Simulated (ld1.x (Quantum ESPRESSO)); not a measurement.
**Configuration tests for copper (PAW)**

| Item | Value |
| --- | --- |
| Element | copper (Cu) |
| Generator | ld1.x (Quantum ESPRESSO) 7.5 |
| Type | PAW |
| Functional | LDA (PZ) |
| Relativity | scalar-relativistic |
| Frozen core | [Ar] |
| Valence charge | 11 |
| Reference configuration | 3d10 4s0 4p0 (charge +1) |
| Partial waves | 4s (bound, empty): rcut 1.55, rcutus 2.10 bohr; 4s channel at 0.05 Ry: rcut 1.55, rcutus 2.10 bohr; 4p (bound, empty): rcut 1.80, rcutus 2.05 bohr; 4p channel at 3.8 Ry: rcut 1.80, rcutus 2.05 bohr; 3d (bound): rcut 0.70, rcutus 1.00 bohr; 3d channel at -0.6 Ry: rcut 0.70, rcutus 1.00 bohr |
| Local potential | all-electron potential smoothed inside 1.65 bohr (lloc = -2) |
| Core correction | Bessel-smoothed model core inside 0.70 bohr |
| Augmentation charge | BESSEL, radius 0.50 bohr |

Energies are relative to the spin-unpolarised reference configuration 3d10 4s0 4p0; without spin polarisation the order of configurations can differ from experiment. Spin-polarised rows fill each open shell by Hund’s rule, majority spin first.

| valence configuration | charge | ΔE all-electron (eV) | error AE − PS (meV) |
| --- | --- | --- | --- |
| 3d10 4s1 4p0 | 0 | -8.434 | -0.7 |
| 3d9 4s0 4p0 | +2 | 21.687 | -76 |
| 3d9 4s2 4p0 | 0 | -6.431 | -64 |
| 3d10 4s0 4p1 | 0 | -4.177 | -0.3 |
| 3d9 4s1 4p0 | +1 | 3.467 | -67 |
| 3d10 4s1 4p0 (spin-polarised) | 0 | -8.618 | -1.0 |
| 3d9 4s0 4p0 (spin-polarised) | +2 | 21.445 | -76 |

Task: What are ΔE and the potential's error for 3d10 4s0.5 4p0?

Result: ΔE = -5.132 eV all-electron; the error (AE − PS) is 0.0 meV.

Task: What are ΔE and the potential's error for 3d8 4s0 4p0?

Result: ΔE = 61.051 eV all-electron; the error (AE − PS) is -545 meV.
